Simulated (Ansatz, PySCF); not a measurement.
Molecule: SbCl2 (charge 0, doublet). It need not be the lowest isomer of its formula. SMILES: [Cl][Sb][Cl]
Geometry: optimised at B3LYP-D3(BJ)/def2-TZVP (Ansatz, a first-principles code).

Wanted: vertical ionisation energy (to the singlet state of charge +1; each state is the SCF solution reached for its spin), in eV. Valence correlation only, unless marked. UHF or UKS for open shells. No spin-orbit coupling. The frozen core is the preceding noble-gas configuration, with the filled d and f shells of earlier blocks. In def2 rows, elements after Kr have scalar-relativistic effective core potentials. Basis-set limits of correlation are two-point, X^-3; Hartree-Fock from the larger set. [CCSD(T)-MP2]/basis is that difference in the basis named.

```csv
level,program,vertical ionisation energy (eV)
PBE/def2-TZVPD,Ansatz,…
M06-2X/def2-TZVPD,PySCF,…
"RI-MP2/CBS(def2-TZVPPD,def2-QZVPPD)+[CCSD(T)-MP2]/def2-TZVPPD",Ansatz,8.46
```

Q: What belongs in the gaps?

A: 
- PBE/def2-TZVPD, vertical ionisation energy (eV): 8.21
- M06-2X/def2-TZVPD, vertical ionisation energy (eV): 8.68
